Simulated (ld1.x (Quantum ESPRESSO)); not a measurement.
# Ranking TM potentials for nickel (Ni)

All share these settings but for the change named:

nickel (Ni), norm-conserving Troullier–Martins (Kleinman–Bylander form), made with ld1.x (Quantum ESPRESSO) 7.5 (PBE, scalar-relativistic). Core [Ar], reference 3d8 4s2 4p0. Waves: 4p (bound, empty): rc 2.10 bohr; 3d (bound): rc 1.50 bohr; 4s (bound): rc 2.25 bohr. Local part: the s channel. Core correction: none.

Cutoff: the first of the cutoffs (Ry, on a coarse ladder) from which the occupation-weighted sum of valence levels, in a spherical-Bessel basis at the reference potential, stays within 10 and 1 mRy of its value at 400 Ry; the density cutoff is not measured.

The base gives 120 Ry.

Of 8 variants that were run, those that failed, showed a ghost or another fault, or gave nearly equal values are left out.

A variant can come out equal or close to the base.

Question: Rank these variants from softest to hardest (loose cutoff).
A. wave 4s (bound): rc 2.25 bohr becomes 4s (bound): rc 2.64 bohr
B. wave 3d (bound): rc 1.50 bohr becomes 3d (bound): rc 0.98 bohr
C. all radii scaled by about 1.34 (s 3.02, p 2.82, d 2.02 bohr)
D. type ultrasoft; waves now 4s (bound): rcut 1.95, rcutus 2.25 bohr; 4s channel at 2.45 Ry: rcut 1.95, rcutus 2.25 bohr; 4p (bound): rcut 1.85, rcutus 2.10 bohr; 4p channel at 3.65 Ry: rcut 1.85, rcutus 2.10 bohr; 3d (bound): rcut 1.30, rcutus 1.50 bohr; 3d channel at 1.55 Ry: rcut 1.30, rcutus 1.50 bohr; local potential all-electron potential smoothed inside 1.55 bohr (lloc = -1); augmentation PSQ, inside the norm-conserving radii

Answer: D (50 Ry), C (80 Ry), A (120 Ry), B (230 Ry).
